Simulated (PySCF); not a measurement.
**Computed properties of ClH6NSi3, SMILES [SiH2]1[SiH](Cl)[SiH2]N1**

ClH6NSi3, SMILES Cl[SiH]1[SiH2]N[SiH2]1. Geometry: PBE0-D3(BJ)/def2-SVP. The structure was generated by enumeration, and PubChem lists no compound with its InChIKey, so it may never have been made. Other conformers were not sampled. All values are computed for the isolated molecule unless a solvent is named; none is compared with measurement here.

**Structure.** The optimised structure has Cs symmetry. All 27 harmonic modes at PBE0-D3(BJ)/def2-SVP (PySCF) are real, so it is a minimum. With heavy atoms numbered as in [Cl:1][SiH:2]1[SiH2:3][NH:4][SiH2:5]1, the shortest bond between them is Si3–N4 at 1.758 Å and the longest Si2–Si5 at 2.353 Å.

**Vibrations.** The strongest infrared lines (harmonic, unscaled, degenerate partners summed) lie at 891 cm⁻¹ (272 km/mol, H 61 %, Si 21 %, N 19 %), 964 cm⁻¹ (237 km/mol, H 96 %), 2201 cm⁻¹ (204 km/mol, H 97 %). The softest mode is at 63 cm⁻¹ and the zero-point energy is 38.9 kcal/mol.

**Electronic structure.** HF/def2-TZVP (PySCF) places the frontier levels at -9.62 and 2.08 eV, a gap of 11.70 eV, and gives a dipole moment of 2.15 D and a mean polarisability of 91.9 bohr³. PBE/def2-TZVP (PySCF) at the same geometry gives -6.20 and -1.81 eV, so its gap is 7.31 eV narrower. An orbital gap is neither the optical nor the fundamental gap.

**Excitations.** TDDFT-CAM-B3LYP/def2-SVPD (PySCF) has S1 at 5.13 eV (242 nm, f = 0.001, dark); the most intense of the 10 singlets computed lies at 6.75 eV (f = 0.20). T1 (TDA) is at 4.56 eV. TDDFT-PBE/def2-SVPD (PySCF) puts S1 at 4.63 eV. No vertical singlet excitation falls in the visible range (under 3.1 eV).

**NMR.** GIAO shifts at HF/pcSseg-1 (PySCF) (non-relativistic, atoms alike by connectivity averaged): ¹H from 0.5 to 5.6 ppm against TMS; ²⁹Si from -21.2 to 12.0 ppm against TMS. Without spin–orbit terms, shifts of atoms bonded to Cl or Br come out too high.
